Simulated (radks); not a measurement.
The promethium ion Pm2+ inside a hard spherical wall (all orbitals vanish at R), configuration held at [Xe] 4f5 and not refilled when levels cross. Calculated with a radial shooting solver on a logarithmic mesh with Libxc functionals: scalar-relativistic Kohn-Sham, LDA (Slater exchange, Perdew-Wang correlation), spin-polarised, spherical densities, finite nucleus; open shells are filled with parallel spins first (spin-orbit coupling, left out, can overturn this in heavy ions); Fermi nuclear charge, rms radius 4.962 fm. Eigenvalues in eV for spin up, with the zero of energy where the potential of the charges vanishes at infinity; a dash marks a level that is unbound or too diffuse for the functional's potential to be trusted. A positive occupied level is held by the wall or, in an anion where self-interaction has pushed it up, behind a barrier. The pressure on the wall is -dE/dV.

R (bohr)  E (hartree)  kinetic (hartree)    e(4d)    e(5s)    e(5p)    e(4f)  e(5d, empty)  e(6s, empty)  pressure (GPa)
free      -10012.4398          10675.409  -136.93  -56.061  -36.574  -16.532       -14.035       -13.721               0
20        -10012.4398          10675.409  -136.93  -56.061  -36.574  -16.532       -14.035       -13.721        < 0.0001
7         -10012.4397          10675.410  -136.92  -56.055  -36.569  -16.525       -13.999       -13.517         0.00746
6         -10012.4392          10675.416  -136.88  -56.030  -36.545  -16.490       -13.874       -12.962          0.0888
3.5       -10012.2149          10677.114  -133.28  -53.358  -33.653  -13.077        -7.647         5.564             105
3         -10011.6682          10680.401  -128.37  -49.483  -29.084   -8.388        -0.098        25.500             497
2         -10002.4790          10720.012  -93.673  -10.516   18.028   27.015        64.578        179.72           15800
1.5        -9969.8950          10836.616  -34.341   98.267   142.80   93.279        211.23        496.65          140000
